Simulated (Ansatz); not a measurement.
Ideal-gas functions of C₃H₄AlF, SMILES `[CH3][Al]1[CH]=[C]1F` at 800 K and 1 bar, from an Ansatz frequency run at PBE0-D4/def2-TZVP.

Molar mass 86.04 g/mol, point group C1 (symmetry number 1), electronic degeneracy 1, moments of inertia 34.978, 252.588, 284.429 u Å². Harmonic wavenumbers (cm⁻¹, unscaled): 15, 139, 144, 352, 373, 518, 631, 670, 688, 811, 898, 1019, 1215, 1221, 1438, 1440, 1520, 3050, 3134, 3144, 3165.

Use S(trans) = R[1.5 ln M + 2.5 ln T − 1.1517]; rotational temperatures θ = 24.2544 K / I; S(rot) = R[ln(√π/σ · √(T³/θAθBθC)) + 1.5]; for each mode x = 1.438777 ν̃/T, S = R[x/(eˣ − 1) − ln(1 − e⁻ˣ)] and H = RT x/(eˣ − 1); 1 cm⁻¹ = 0.0119627 kJ/mol; R = 8.31446 J/(mol·K).

Problem. By hand: the entropy, in J/(mol·K).

Solution. Translation 184.9. Rotation: θ = 0.6934, 0.096, 0.0853 K, giving 122.1. Vibration, mode by mode: 38.35, 19.86, 19.57, 12.25, 11.79, 9.20, 7.70, 7.25, 7.05, 5.88, 5.18, 4.35, 3.29, 3.27, 2.40, 2.40, 2.14, 0.22, 0.20, 0.19, 0.19, in all 162.7. Electronic 0.0. Sum 469.7 J/(mol·K).

Problem. By hand: H − E and G − E in kJ/mol, counted from the electronic energy.

Solution. Zero-point energy ½ × 25585 × 0.0119627 = 153.0; thermal vibration 58.3; translation, rotation and pV give 4 RT = 26.6. H − E = 237.9 kJ/mol, and G − E = 237.9 − 800 × 469.7/1000 = -137.9 kJ/mol.

Vibration gives 35 % of the entropy, 77.8 J/(mol·K) of it from the modes under 150 cm⁻¹: soft modes count most, and the harmonic formula is weakest for them. The sum counts one conformer and one mirror image; others add a mixing term.
